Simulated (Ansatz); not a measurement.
`[Cl][AlH][SiH]1CO1`, relaxed with RKS PBE0-D4/def2-TZVP in Ansatz 0.2.0 from a PBE-D4/def2-SVP geometry. The force threshold is 0.005 eV/Å; the program also tests the step.

The species carries charge 0 and has multiplicity 1.

Start:

```xyz
9

Cl    0.909   -2.801    0.283
Al    1.826   -0.904    0.028
Si    0.191    0.869   -0.187
C    -1.570    0.395    0.210
O    -1.149    0.311   -1.161
H     3.419   -0.826    0.055
H     0.482    2.336   -0.346
H    -1.802   -0.577    0.691
H    -2.306    1.198    0.427
```

Question: How much energy does the relaxation release, and in how many steps? (An estimate is asked.)

Answer: The calculation gave: 1.82 kcal/mol, in 15 steps.

Question: Which bonds change most? (Estimate.)

Answer: Ansatz gave: Si3–O5 from 1.748 to 1.686 Å; Si3–C4 from 1.866 to 1.827 Å; Cl1–Al2 from 2.122 to 2.096 Å; C4–H9 from 1.111 to 1.089 Å.

Question: Give the relaxed structure. (Estimate.)

Answer: Ansatz gave: 
```xyz
9

Cl    1.059   -2.883    0.119
Al    1.827   -0.935    0.039
Si    0.139    0.794   -0.251
C    -1.581    0.446    0.260
O    -1.217    0.321   -1.133
H     3.383   -0.738    0.219
H     0.515    2.221   -0.442
H    -1.862   -0.496    0.727
H    -2.265    1.270    0.460
```
